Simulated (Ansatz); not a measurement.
Reaction (atomization): `O[SiH](O)C#[C][GeH3]` → 2 C• + Ge• + 6 H• + 2 O• + Si•

Gas-phase electronic energies from Ansatz, PBE0-D4/def2-TZVP geometries. CCSD(T)/CBS is the MP2 limit (def2-TZVPP, def2-QZVPP) plus CCSD(T) − MP2 in def2-TZVPP, frozen cores. This one scheme is used for every species, atoms too. DFT in def2-TZVPP. Open shells (•) are unrestricted, without spin–orbit coupling. Spin–orbit coupling would lower the free atoms: a little for C, O, Si; clearly for Ge. Bonds to Ge are less sure, by a few kJ/mol each and by 10 to 20 or more in all where they break to atoms, as the def2 sets lack core-valence functions. Scalar relativity is left out up to krypton. One conformer a species, not always the lowest.

`O[SiH](O)C#[C][GeH3]`:

Cartesian coordinates in Å:
```
O -2.362 1.533 -0.637
Si -1.532 0.295 -1.317
O -2.452 -1.048 -1.404
C -0.033 0.023 -0.298
C 0.961 -0.140 0.380
Ge 2.529 -0.412 1.424
H -1.930 2.005 0.076
H -1.167 0.596 -2.712
H -2.801 -1.410 -0.588
H 3.577 -1.115 0.555
H 3.046 0.954 1.889
H 2.162 -1.281 2.632
```

| species | r2SCAN energy (Eh) |
| --- | --- |
| `O[SiH](O)C#[C][GeH3]` | -2596.76932 |
| C• | -37.83292 |
| Ge• | -2076.90335 |
| H• | -0.49993 |
| O• | -75.05861 |
| Si• | -289.34127 |

Question: Work out ΔE.

Answer: ΔE = 6 × (-0.49993) + 2 × (-37.83292) + 2 × (-75.05861) + (-2076.90335) + (-289.34127) − (-2596.76932) = 1.74206 Eh = +47.40 eV. CCSD(T)/CBS gives +47.65 eV.

Largest T1 diagnostic among the species: 0.012.

The D4 term adds +0.43 eV with B3LYP and +0.23 eV with PBE0; it sums over pairs of atoms, weighted by their polarisabilities, and B3LYP, whose exchange is more repulsive, gets the larger term. From PBE to PBE0 (25 % exact exchange), in def2-TZVPP and without D4, ΔE moves by −0.94 eV: exact exchange takes away binding that semilocal exchange gives to molecules.

B3LYP here is the variant with VWN-RPA as its local correlation; programs differ in this.

For atomizations the MP2-based limit and the directly extrapolated one differ by several kJ/mol either way, and by 10 to 25 for some Ge, Se and Sn compounds, so smaller differences from it don't rank the levels.
